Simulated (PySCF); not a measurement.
Molfile (atoms numbered from 1):
```
C7H5NSi
     RDKit          3D

 14 13  0  0  0  0  0  0  0  0999 V2000
    3.0966    1.1053   -1.0058 C   0  0  0  0  0  0  0  0  0  0  0  0
    2.1879    0.3400   -0.8183 C   0  0  0  0  0  0  0  0  0  0  0  0
    1.1328   -0.5571   -0.5912 C   0  0  0  0  0  0  0  0  0  0  0  0
    0.0389   -0.2515    0.1383 C   0  0  0  0  0  0  0  0  0  0  0  0
   -0.1096    1.0208    0.7236 C   0  0  0  0  0  0  0  0  0  0  0  0
   -0.2913    2.0867    1.2490 C   0  0  0  0  0  0  0  0  0  0  0  0
   -1.3549   -1.4912    0.4397 Si  0  0  0  0  0  4  0  0  0  0  0  0
   -2.8763   -0.7806   -0.3824 C   0  0  0  0  0  0  0  0  0  0  0  0
   -3.8062   -0.3503   -0.8945 N   0  0  0  0  0  0  0  0  0  0  0  0
    3.8883    1.7727   -1.1734 H   0  0  0  0  0  0  0  0  0  0  0  0
    1.2378   -1.5374   -1.0395 H   0  0  0  0  0  0  0  0  0  0  0  0
   -0.4256    3.0267    1.6943 H   0  0  0  0  0  0  0  0  0  0  0  0
   -1.6626   -1.6232    1.8647 H   0  0  0  0  0  0  0  0  0  0  0  0
   -1.0566   -2.7614   -0.2267 H   0  0  0  0  0  0  0  0  0  0  0  0
  1  2  3  0
  2  3  1  0
  3  4  2  0
  4  5  1  0
  5  6  3  0
  4  7  1  0
  7  8  1  0
  8  9  3  0
  1 10  1  0
  3 11  1  0
  6 12  1  0
  7 13  1  0
  7 14  1  0
M  END
```

PySCF calculation with coordinates at the GFN2-xTB level and PBE0/pcSseg-1 with gauge-including orbitals; one averaged value for each set of equivalent atoms, no relativistic terms, in vacuum, one computed conformer.

Shifts are taken against calculated references (same method and geometry level): ¹³C (σref 186.93) against TMS.

**Question.** Do the ¹³C shifts follow the atomic charges (in e)? Tabulate both.

**Answer.** 
```json
{"atoms": "C3", "hybridisation": "sp2", "δ (ppm)": "142.4", "σ para (ppm)": "-208", "Hirshfeld": "-0.01", "IAO": "-0.12", "Mulliken": "-0.08", "ESP-fitted": "-0.09"}
{"atoms": "C4", "hybridisation": "sp2", "δ (ppm)": "133.4", "σ para (ppm)": "-209", "Hirshfeld": "-0.07", "IAO": "-0.27", "Mulliken": "-0.49", "ESP-fitted": "-0.10"}
{"atoms": "C8", "hybridisation": "sp", "δ (ppm)": "122.1", "σ para (ppm)": "-196", "Hirshfeld": "-0.03", "IAO": "-0.16", "Mulliken": "-0.19", "ESP-fitted": "+0.20"}
{"atoms": "C6", "hybridisation": "sp", "δ (ppm)": "105.6", "σ para (ppm)": "-180", "Hirshfeld": "-0.08", "IAO": "-0.21", "Mulliken": "-0.39", "ESP-fitted": "-0.42"}
{"atoms": "C1", "hybridisation": "sp", "δ (ppm)": "104.4", "σ para (ppm)": "-177", "Hirshfeld": "-0.08", "IAO": "-0.20", "Mulliken": "-0.36", "ESP-fitted": "-0.40"}
{"atoms": "C2", "hybridisation": "sp", "δ (ppm)": "85.6", "σ para (ppm)": "-149", "Hirshfeld": "-0.04", "IAO": "-0.02", "Mulliken": "+0.34", "ESP-fitted": "+0.06"}
{"atoms": "C5", "hybridisation": "sp", "δ (ppm)": "85.4", "σ para (ppm)": "-148", "Hirshfeld": "-0.05", "IAO": "-0.03", "Mulliken": "+0.43", "ESP-fitted": "+0.10"}
```

Correlation coefficients of δ with charge over these carbons: Hirshfeld +0.24, IAO -0.62, Mulliken -0.63, ESP-fitted -0.06; with the paramagnetic shielding -0.98. Among the 5 sp carbons alone: Hirshfeld -0.11, IAO -0.78, Mulliken -0.79, ESP-fitted -0.10. With so few points, grouped by hybridisation, these coefficients are fragile. Charge is one influence among several: hybridisation and low-lying excitations act through the paramagnetic term.

Shifts are as computed. Against solution values, carbons near 30 ppm lie about +3 ppm off and those near 130 ppm about +5 ppm. Of 1309 compounds with measured shifts, 239 miss one by over three times the rms of a fit or turn the order of signals round; such compounds aren't used in these exercises.
